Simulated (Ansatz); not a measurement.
Isolated molecules relaxed with PBE0-D4/def2-TZVP in Ansatz; ΔE leaves out vibrations. CCSD(T)/CBS is the MP2 limit (def2-TZVPP, def2-QZVPP) plus CCSD(T) − MP2 in def2-TZVPP, frozen cores. Elements past krypton have def2 core potentials. For Cd, W outer-core shells are correlated without core-valence functions, which leaves a few kJ/mol of doubt a bond. Each species was taken in one conformer, which may not be the lowest.

Consider the redistribution: `[NH]=[W](=[NH])([OH])[Cl]` + `CC(C)[O][Cd][NH2]` → `[NH]=[W](=[NH])([NH2])[Cl]` + `CC(C)[O][Cd][OH]`.

`[NH]=[W](=[NH])([OH])[Cl]`:

```xyz
8

N     0.136   -0.227    1.518
W    -0.267   -0.167   -0.179
N    -0.385    1.477   -0.745
O     1.123   -1.003   -1.155
Cl   -2.305   -1.174   -0.457
H     0.323    0.180    2.421
H    -0.384    2.483   -0.692
H     1.758   -1.570   -0.712
```

`CC(C)[O][Cd][NH2]`:

Cartesian coordinates in Å:
```
C 0.972 -0.551 1.426
C -0.015 0.579 1.183
C -1.440 0.058 1.095
O 0.331 1.343 0.063
Cd 0.367 0.519 -1.729
N 0.402 -0.322 -3.548
H 1.990 -0.160 1.472
H 0.920 -1.283 0.608
H 0.761 -1.084 2.357
H 0.039 1.264 2.044
H -2.133 0.880 0.905
H -1.747 -0.451 2.013
H -1.529 -0.665 0.272
H 1.320 -0.263 -3.974
H -0.238 0.135 -4.188
```

`[NH]=[W](=[NH])([NH2])[Cl]`:

Z-matrix (Å, degrees):
```
W
N 1 1.748
N 1 1.941 2 106.7
N 1 1.748 2 113.4 3 -117.3
Cl 1 2.301 2 108.8 3 121.6
H 2 1.008 1 156.3 3 121.5
H 3 1.008 1 123.2 2 20.0
H 3 1.008 1 123.2 2 -141.7
H 4 1.008 1 156.5 2 -4.2
```

`CC(C)[O][Cd][OH]`:

Cartesian coordinates in Å:
```
C -1.908 -0.135 0.863
C -0.737 -0.213 -0.101
C 0.351 -1.133 0.429
O -0.277 1.098 -0.306
Cd 1.448 1.467 -1.167
O 3.076 2.002 -2.119
H -1.572 0.252 1.828
H -2.670 0.539 0.471
H -2.358 -1.120 1.016
H -1.105 -0.636 -1.051
H -0.027 -2.142 0.616
H 1.173 -1.226 -0.292
H 0.754 -0.737 1.366
H 3.852 1.984 -1.553
```

```tsv
species	CCSD(T)/CBS(def2) energy (Eh)
`[NH]=[W](=[NH])([OH])[Cl]`	-713.25934
`CC(C)[O][Cd][NH2]`	-417.16658
`[NH]=[W](=[NH])([NH2])[Cl]`	-693.38336
`CC(C)[O][Cd][OH]`	-437.04078
```

Task: Work out ΔE.

Result: ΔE = (-693.38336) + (-437.04078) − (-713.25934) − (-417.16658) = 0.00178 Eh = +1.1 kcal/mol.

Largest T1 diagnostic among the species: 0.020.

In def2-TZVPP, CCSD(T) changes the Hartree–Fock value by +1.0 kcal/mol (the triples alone add +0.3 kcal/mol) and MP2 by +1.2 kcal/mol. Leaving LDA and LC-ωPBE aside and taking each functional with its dispersion term where it has one, the values, not all of them listed here, spread over 0.9 kcal/mol, from BHLYP-D4 to r2SCAN-D4. LDA lies +0.9 kcal/mol from PBE without D4. At CCSD(T), def2-SVP lies +1.2 kcal/mol from the extrapolated value and def2-TZVPP +1.1 kcal/mol.
